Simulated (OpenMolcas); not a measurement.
# Mo III: effect of the IPEA shift

| Quantity | Value |
| --- | --- |
| Program | OpenMolcas |
| Basis | ANO-RCC-VTZP [7s6p4d2f1g] |
| Scalar Hamiltonian | DKH2, point nucleus |
| Active space | 10 electrons in 8 orbitals (RAS1 4p, at most 2 holes; RAS2 4d) |
| State averaging | 2S+1 = 5 even, 5 roots; 2S+1 = 3 even, 45 roots; 2S+1 = 1 even, 50 roots |
| Spin-orbit coupling | RASSI with atomic mean-field integrals over the reference wave functions, term energies averaged over their components |

Methods on the same reference wave functions:
A. RASSCF
B. MS-RASPT2, IPEA 0 Eh, imaginary shift 0.1 Eh (closed shells correlated: 4s)
C. MS-RASPT2, IPEA 0.25 Eh, imaginary shift 0.1 Eh (closed shells correlated: 4s)

Energies in cm-1 above 4d4 5D0, the measured ground level; measured values from Sugar and Musgrove, J. Phys. Chem. Ref. Data 17, 155 (1988).

| Level | A | B | C | Measured |
| --- | --- | --- | --- | --- |
| 4d4 5D0 | 0.0 | 0.0 | 0.0 | 0.0 |
| 4d4 5D1 | 236 | 256 | 244 | 242 |
| 4d4 5D2 | 664 | 701 | 678 | 668 |
| 4d4 5D3 | 1234 | 1273 | 1248 | 1224 |
| 4d4 5D4 | 1910 | 1934 | 1917 | 1872 |
| 4d4 3P0(1) | 14350 | 10840 | 12530 | 11149 |
| 4d4 3P1(1) | 15659 | 12080 | 13800 | 12510 |
| 4d4 3H4 | 16775 | 12890 | 13780 | 12680 |
| 4d4 3H5 | 17379 | 13480 | 14350 | 13276 |
| 4d4 3P2(1) | 17629 | 13970 | 15710 |  |
| 4d4 3F2(1) | 17682 | 13910 | 15460 |  |
| 4d4 3F3(1) [75 %] | 17777 | 13960 | 15400 | 13948 |
| 4d4 3H6 | 17909 | 14000 | 14860 | 13811 |
| 4d4 3F4(1) | 18105 | 14290 | 15710 | 14296 |
| 4d4 3G3 [75 %] | 20393 | 16190 | 17280 | 15871 |
| 4d4 3G4 | 20857 | 16650 | 17690 | 16283 |
| 4d4 3G5 | 21321 | 17100 | 18070 | 16714 |
| 4d4 3D3 | 24775 | 19790 | 21110 | 19488 |
| 4d4 3D2 | 24868 | 19900 | 21220 | 19577 |
| 4d4 3D1 | 25169 | 20210 | 21550 |  |
| 4d4 1G4(1) | 25341 | 21600 | 22370 | 20612 |
| 4d4 1I6 | 25876 | 20540 | 21100 | 20290 |
| 4d4 1S0(1) | 27152 | 23510 | 24840 | 22990 |
| 4d4 1D2(1) | 29717 | 24010 | 25230 | 22806 |

Deviations, from unrounded energies. A percentage is the sum of absolute deviations over the sum of measured energies, with the sign that they share, or ± where signs differ.

```csv
Against measurement,Levels,A,B,C
mean absolute deviation (cm-1),20,3600,310,1200
fine structure of the ground term (%),4,±1.5,+3.9,+2.0
other terms of the ground configuration (%),16,+27.0,±2.3,+8.7
```

B lies closest to measurement on these levels and A furthest from it. The largest miss of B in the table is 4d4 1D2(1), by +1200 cm-1. The ranking rests on the paired levels alone, and a cruder setting can come out closer through cancelling errors.

Between B and C the level of the table that moves most is 4d4 3P2(1), by 1700 cm-1 (lowest in B, highest in C). Moves below CASPT2's spread within the term are not significant.

The mean deviations of B to C differ by less than CASPT2's widest spread within a term (1800 cm-1), so their order carries little weight.

From A to B the spin-free energies of the other terms of 4d4 shown, above 5D, scale by factors of 0.76 to 0.86, as is usual when dynamic correlation screens the repulsion within a d or f shell.

The lowest spin-free term lies below A's lowest term by 0.310 hartree in B, 0.301 hartree in C.

CASPT2 breaks the degeneracy within a term, and the mean is taken; among the terms shown or strongly mixed into the levels shown the widest spread is 1800 cm-1 (4d4 1I, C). Active for correlation alone: 4p; no level in the range computed is led by a configuration that opens it, so any true level of that kind is missing. The CASPT2 spread within a term exceeds the gap to the next term for 4d4 3D and 4d4 1I, so the order of their levels is uncertain (figures for B; the like holds for C). Without dynamic correlation excited terms often stand tens of per cent too high (terms of higher spin than the ground term too low), and those without a measured partner can miss by more than the paired ones (holds for A). Some levels mix across a computed gap that differs much from the measured one, so their mixing is not that of the real levels (holds for A). Computed and measured levels are paired by configuration, term and J; levels that our copy of the source lacks, or whose pairing is in doubt (as where it misses far off the trend of its configuration), stay unpaired and out of the deviations. Only configurations of the active space appear. Levels that lie high or do not pair safely by name in every column are left out.

A share in square brackets marks a mixed level and gives the weight of the term that names it, the lowest over the columns. A number in round brackets counts repeated terms of one configuration in the order of the reference energies.
